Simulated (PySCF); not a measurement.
**C₆ coefficients of unlike pairs at PBE**

Calculated with PySCF 2.14 from the dipole response of each species, C₆(A,B) = (3/π) ∫ α_A(iu) α_B(iu) du, in atomic units, from isotropic polarisabilities. For ions this is the dispersion term alone; charge-induced terms of lower order in 1/R come first.

```csv
species,configuration,basis,relativity,α (bohr³),C₆ (like pair)
Ga²⁺,[Ar] 3d10 4s1 (2S),aug-cc-pV5Z-PP with ECP10MDF (8s7p6d4f3g2h),core potential,9.345,27.84
N³⁺,[He] 2s2 (1S),aug-cc-pVTZ-DK (5s4p3d2f),spin-free X2C,2.086,2.058
O³⁺,[He] 2s2 2p1 (2P),aug-cc-pwCVDZ (5s4p2d),none,1.346,1.241
Te³⁺,[Kr] 4d10 5s2 5p1 (2P),aug-cc-pVQZ-PP with ECP28MDF (7s7p5d3f2g),core potential,10.39,52.62
```

(1) Estimate C₆ for N³⁺ with Ga²⁺.

No spin-orbit coupling is included.

The other pairs:

```tsv
pair	C₆
Te³⁺, N³⁺	10.40
Te³⁺, Ga²⁺	37.76
O³⁺, Ga²⁺	5.610
Te³⁺, O³⁺	7.982
O³⁺, N³⁺	1.569
```

## Answers

(1) The integral gives 7.483. The combination rule 2 C_A C_B / (C_A α_B/α_A + C_B α_A/α_B) gives 7.424 and the geometric mean 7.569.
